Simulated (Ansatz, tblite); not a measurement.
Forces on the cluster Al2B5 at its PBE0-D4/def2-SVP geometry. Charge 0, multiplicity 2.

The xTB rows come from tblite. The structure comes from a short search, and lower isomers may exist.

GFN1-xTB (tblite), largest force 2.88 eV/Å:

```xyz
7
positions Å, forces eV/Å
B    -0.663    0.943    0.042   -0.093    1.387   -1.060
B    -1.193   -0.586    0.582   -0.774   -1.154    0.527
B    -0.766   -0.413   -0.968   -1.589   -0.259    0.195
B    -0.101    0.143    1.441    0.322   -0.422    1.388
B     0.981    0.754    0.405   -0.031    0.782    1.420
Al    0.819    0.751   -1.680    1.493    0.587   -2.398
Al    0.923   -1.592    0.179    0.673   -0.923   -0.072
```

GFN2-xTB (tblite), largest force 0.97 eV/Å:

```
B 0.371 -0.619 0.055
B 0.784 0.514 -0.235
B -0.388 0.223 0.853
B -0.129 -0.096 -0.953
B -0.806 -0.056 0.524
Al 0.215 -0.432 0.093
Al -0.046 0.467 -0.338
```

PBE-D4/def2-TZVP (Ansatz), largest force 0.17 eV/Å:

```
B -0.060 0.154 -0.054
B -0.065 -0.112 0.047
B -0.048 -0.114 -0.026
B 0.035 -0.046 0.125
B 0.092 -0.021 0.084
Al 0.097 0.017 -0.138
Al -0.051 0.122 -0.038
```
